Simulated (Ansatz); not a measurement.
Ansatz (an electronic-structure program) input (CCSD(T)/def2-SVPD):

Ansatz 0.2 input:
```yaml
crystal:
  periodic: [false, false, false]
  atoms:
    - {symbol: Na, position_ang: [-0.00000000, -0.00000000, -0.90343180]}
    - {symbol: F, position_ang: [0.00000000, 0.00000000, 1.10419443]}
basis:
  gaussian:
    orbitals: def2-SVPD
total_charge: -1
magnetization: {spin_polarized: true, initial_magnetization: 1}
correlation: {method: ccsd_t, electrons: outside_noble_gas}
output: {forces: true}
```

End of the output:

```
cycle   5  -6.01620259 eV  change   -2.2e-4 eV  update   5.9e-4
cycle   6  -6.01617273 eV  change    3.0e-5 eV  update   2.0e-4
cycle   7  -6.01614373 eV  change    2.9e-5 eV  update   8.3e-5
cycle   8  -6.01613628 eV  change    7.5e-6 eV  update   3.2e-5
cycle   9  -6.01613567 eV  change    6.1e-7 eV  update   1.4e-5
cycle  10  -6.01613785 eV  change   -2.2e-6 eV  update   5.2e-6
cycle  11  -6.01613810 eV  change   -2.6e-7 eV  update   2.0e-6
cycle  12  -6.01613803 eV  change    7.1e-8 eV  update   7.9e-7
cycle  13  -6.01613802 eV  change    8.2e-9 eV  update   2.9e-7
perturbative correction -0.13293830 eV, -0.0048853926 hartree
the calculation of the forces begins
Total energy: -7114.02294775 eV, -261.4355212718 hartree
Atom 0 at    -0.000000    -0.000000    -0.903432 Å, force    -0.000000     0.000000    -0.344851 eV/Å
Atom 1 at     0.000000     0.000000     1.104194 Å, force     0.000000    -0.000000     0.344851 eV/Å
Dipole moment:     0.000000     0.000000     0.557495 e Å
```
